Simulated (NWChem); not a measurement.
System: CCl3, doublet; SMILES Cl[C](Cl)Cl

Here is an NWChem input.

```
start job
memory heap 200 mb stack 700 mb global 900 mb
geometry units angstroms noautosym nocenter noautoz
  Cl    -1.632276    -0.423451    -0.024816
  C      0.000000     0.000000     0.271240
  Cl     1.182858    -1.201867    -0.024816
  Cl     0.449418     1.625318    -0.024816
end
basis spherical
  * library def2-svp
end
dft
  odft
  mult 2
  xc m05-2x
  iterations 150
end
cosmo
  do_cosmo_smd true
  solvent methanol
end
task dft energy
```

In the optimisation the excess spin sits in a (C3, its own frame). Structure relaxed at the PBE0/def2-SVP, spin-unrestricted level. No stability test was run on the SCF state. Solvent: methanol.

Level: M05-2X/def2-SVP with SMD (1 M gas to 1 M solution), gas-phase geometry. Reactions with the solvent are ignored.

**Question.** What results follow from this input? (M05-2X/def2-SVP, spin-unrestricted, SMD on the gas-phase geometry.) Quantities: solvation free energy (kcal/mol); cavity-dispersion-structure term (kcal/mol); dipole in solution (D).

**Answer.** 
```yaml
solvation free energy (kcal/mol): -1.7
cavity-dispersion-structure term (kcal/mol): -1.5
dipole in solution (D): 0.26
```
